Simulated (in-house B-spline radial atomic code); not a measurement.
Stripping sulfur of all its electrons. The total binding energy is the sum of the 16 successive ionisation energies. Configuration: [Ne] 3s2 (3p1/2)2 (3p3/2)2. Computed with a B-spline radial code for spherical atoms: Dirac-Hartree-Fock, average of the jj configuration, Fermi nucleus of rms radius 3.2611 fm.

Dirac-Coulomb total energy: -398.5970 hartree. First-order corrections (hartree): Breit 0.08762, self-energy 0.06147, vacuum polarisation -0.004034, recoil 0.00568.

**Question.** What total binding energy follows, and how does it compare with the sum of NIST's ionisation energies?

**Answer.** 10842.3 eV from the corrected total, against 10859.6 ± 0.41 eV from NIST's table (measured, semi-empirical and theoretical entries, uncertainties added in quadrature). The table binds 17.3 eV more, 1.08 eV per electron, the size expected of the correlation energy that Hartree-Fock leaves out.

**Question.** What share of the binding belongs to the last two electrons?

**Answer.** 62 % by NIST's values (6718.0 eV).
